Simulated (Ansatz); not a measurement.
Saddle point of GaH$_{3}$ClO$_{2}$F, closed shell (GaH₂O₂F ([OH][Ga]([OH])[F]) + HCl → GaH₂ClO₂ ([OH][Ga]([OH])[Cl]) + HF; bonds formed: F2–H5; dative contacts that become bonds: Ga1–Cl6; bonds broken: Ga1–F2, H5–Cl6), PBE0-D4/def2-TZVP structure:

Ga1  (-0.438, -0.078, 0.109)
F2  (0.563, 1.484, -0.147)
O3  (-1.520, -0.490, -1.219)
O4  (-0.767, -0.466, 1.796)
H5  (1.580, 0.604, -0.397)
Cl6  (1.909, -0.765, -0.474)
H7  (-1.217, -0.173, -2.073)
H8  (-0.111, -0.116, 2.403)
(Å)

Energies are electronic, without zero-point energy. Barriers and step energies count from the start structure reached by relaxing down the imaginary mode; all methods use the PBE0-D4 structures, on which another method's saddle can fall below an end. Computed with Ansatz 0.2.0 (basis: def2-TZVPP, with def2-QZVPP for the basis limit); correlated methods freeze the cores. Filled d shells of the heavier atoms are correlated. The def2 sets are not built for correlating such inner shells, so the correlated values are less sure here. B3LYP uses VWN-RPA correlation. Extrapolation: Hartree–Fock as exp(−7.88 √X), correlation as X^−2.97.

```tsv
method	barrier (eV)	step energy (eV)
SPW92	-0.169	-0.424
PBE-D4	-0.013	-0.391
BLYP-D4	0.081	-0.323
r2SCAN-D4	0.025	-0.398
B97M-V	?	-0.384
PBE0-D4	0.052	-0.440
B3LYP-D4	0.121	-0.367
r2SCAN0-D4	0.075	-0.441
BHLYP-D4	0.199	-0.407
CAM-B3LYP-D4	0.130	-0.357
wB97X-V	0.140	-0.379
wB97M-V	0.129	-0.411
B2PLYP	0.132	-0.373
PBE-QIDH	?	-0.447
RPA on PBE	0.149	-0.344
HF	?	-0.426
MP2	0.108	-0.413
CCSD	0.206	-0.391
CCSD(T)	0.149	-0.391
```

(1) Fill in the withheld barriers. (Judge from chemistry; the value comes from the calculation.)

No T1 diagnostic of these runs exceeds 0.014.

Results:

(1) Computed: PBE-QIDH 0.096; B97M-V 0.144; HF 0.410 eV. Each is the energy of the saddle less that of the start structure, by the same method.

For comparison, the barrier by CCSD(T) at an estimated basis limit (MP2 extrapolated from triple and quadruple zeta, plus CCSD(T) − MP2 in triple zeta) is 0.156 eV.

Labels in which every atom is bracketed show which atoms are joined, not bond orders.

For scale, one of the runs: CCSD(T)/def2-TZVPP, 225 basis functions, launched by `ansatz run in.yaml --threads 8 --pin off --events-out ev --progress --plain --max-ram 19148MiB`. The run took 22 s on 8 CPU threads of an Intel Xeon 6975P-C (shared host), with 4.2 GiB of host memory at its peak.
